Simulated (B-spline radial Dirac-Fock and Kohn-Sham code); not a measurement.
Ionisation of each subshell: O⁵⁺

System: the O⁵⁺ ion, configuration [He] 2s1; nuclear rms radius 2.6991 fm (A = 16).

Model: multi-electron Dirac-Fock with separately optimised hole states, Breit and Lamb-shift corrections added in first order. Program: a radial finite-basis atomic code. Correlation energy is missing from these numbers. Energies are counted from the vacuum level. Subshells whose hole state is unreliable or did not converge are left out.

All terms are in eV, carry their sign (relaxation lowers the binding energy) and add up to the binding energy; ⟨r⟩ is the mean radius of the orbital in the initial state.

```
subshell  −ε (Koopmans)  relaxation  Gaunt  retardation    QED  binding energy  ⟨r⟩ (bohr)
      2s          138.0       -0.01  -0.01         0.00  -0.01           138.0       0.893
```

Going to the tabulated ground configuration of the next ion removes an electron from L1 (2s), computed at 138.0 eV. NIST lists 138.1189 eV as the ionisation energy of this species (semi-empirical), +0.13 eV from the computed value.
